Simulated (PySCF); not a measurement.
**NbO2Br, singlet: structure and spectrum**

All numbers come from PySCF, PBE0, basis Nb def2-TZVP with ECP28, O def2-TZVP, Br def2-TZVP (scalar-relativistic core potentials, no spin–orbit coupling, density fitting).

The structure is a minimum.

```
Point group                                                                   : Cs
Bond lengths                                                                  : Nb–Br 2.479 Å, Nb–O 1.699 Å (×2)
Bond angles                                                                   : Br–Nb–O 114.3° (×2), O–Nb–O 106.6°
Zero-point energy                                                             : 17.8 kJ/mol
Enthalpy at 298.15 K above 0 K                                                : 15.60 kJ/mol
Rotational symmetry number                                                    : 1
Rotational constants                                                          : 0.2405, 0.0458, 0.04045 cm⁻¹
Lowest empty level                                                            : -3.91 eV
Atomisation energy without zero-point energy                                  : 1725 kJ/mol
Dipole moment                                                                 : 4.46 D
Highest occupied level                                                        : -8.70 eV
Principal polarisabilities                                                    : 40.1, 57.6, 76.5 bohr³
Principal quadrupole moments (Buckingham, traceless) about the centre of mass : -9.57, -6.23, 15.80 D Å
Entropy at 298.15 K and 1 bar                                                 : 325.8 J/(mol K)
Heat capacity Cp at 298.15 K                                                  : 65.8 J/(mol K)
```

Harmonic modes (masses in u: Nb 92.906, O 15.995, Br 78.918):
| symmetry | ω (cm⁻¹) | IR (km/mol) | μ (u) |
| --- | --- | --- | --- |
| a' | 134 | 39.3 | 22.68 |
| a'' | 154 | 1.7 | 20.11 |
| a' | 271 | 41.3 | 41.10 |
| a' | 381 | 19.4 | 21.68 |
| a'' | 994 | 251 | 18.93 |
| a' | 1042 | 152 | 17.78 |

Charges (e):
| atom | Mulliken | Löwdin | polar tensor | Mayer order to Nb1 |
| --- | --- | --- | --- | --- |
| Nb1 | 1.49 | 0.54 | 2.13 | – |
| O2,3 | -0.54 | -0.28 | -0.80 | 2.03 |
| Br4 | -0.41 | 0.02 | -0.54 | 0.93 |

Mulliken populations on Nb1 (electrons outside its core potential): s 2.15, p 6.22, d 3.04, f 0.10.

Outer orbital energies (eV). occupied: -11.32, -10.94, -10.77, -10.19, -9.69, -8.89, -8.86, -8.70; empty: -3.91, -2.62, -1.51, -0.56.

Formally Nb is in oxidation state +5, d0. The polar-tensor charge on Nb, 2.13, is far below the formal one.

Other isomers or separated fragments may lie lower.

The final relaxation and frequency run took roughly 11 core-minutes on a shared host.
